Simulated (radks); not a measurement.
The numbers below are computed, except where a source is named.
Initial-state core-level shifts of the bismuth ion Bi+ when its valence configuration changes from [Hg] 6p2. Code: a radial shooting solver on a logarithmic mesh with Libxc functionals. Model: Dirac Kohn-Sham, PBEsol, spin-unpolarised, spherical densities, finite nucleus; open shells fill j = l - 1/2 first; Fermi nuclear charge, rms radius 5.5211 fm. Shifts are changes of the shell-averaged eigenvalues in eV (positive: less bound); the change of the density at the nucleus, which sets a Mossbauer isomer shift, is in e/bohr^3, on a base of 2.965e+06.

valence                          3s       3p       4s       5s  density at nucleus
[Xe] 4f14 5d9 6s2 6p3        -6.665   -6.664   -6.563   -6.102               +98.7
[Xe] 4f14 5d10 6s1.5 6p2.5   -1.045   -1.045   -1.047   -1.037              -154.8
[Xe] 4f13 5d10 6s2 6p3      -25.291  -25.230  -22.009  -10.991              +353.2
[Xe] 4f13.5 5d10 6s2 6p2.5  -12.529  -12.499  -10.935   -5.482              +174.6
[Xe] 4f14 5d10 6s1 6p3       -2.066   -2.065   -2.069   -2.049              -315.2
[Xe] 4f14 5d9.5 6s1.5 6p3    -4.345   -4.344   -4.298   -4.066              -113.9
[Xe] 4f14 5d9 6s1 6p4        -8.635   -8.632   -8.533   -8.040              -248.4
[Xe] 4f14 5d10 6p4           -4.041   -4.040   -4.048   -4.006              -652.5
